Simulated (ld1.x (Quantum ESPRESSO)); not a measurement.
## Transferability test, TM potential for N

* Element: nitrogen
* Generator: ld1.x (Quantum ESPRESSO) 7.5
* Type: norm-conserving Troullier–Martins (Kleinman–Bylander form)
* Functional: PBE
* Relativity: scalar-relativistic
* Frozen core: [He]
* Valence charge: 5
* Reference configuration: 2s2 2p1.5 (charge +1.5)
* Partial waves: 2p (bound): rc 1.80 bohr; 3d channel at 0.35 Ry: rc 1.45 bohr; 2s (bound): rc 0.85 bohr
* Local potential: the s channel
* Core correction: Bessel-smoothed model core inside 0.85 bohr

Energies are relative to the spin-unpolarised reference configuration 2s2 2p1.5; without spin polarisation the order of configurations can differ from experiment.

```
valence configuration  charge  ΔE all-electron (eV)  error AE − PS (meV)
              2s2 2p3       0               -25.914                  +79
              2s2 2p2      +1               -12.323                  +19
              2s2 2p1      +2                16.531                  +33
              2s2 2p0      +3                63.613                 +508
            2s2 2p2.5    +0.5               -20.821                  +52
              2s0 2p5       0                -2.873                 +297
              2s1 2p0      +4               141.432                +1029
```

Levels in the configuration 2s1 2p0:

```csv
level,all-electron (eV),pseudo (eV)
2s,-87.573,-86.905
```
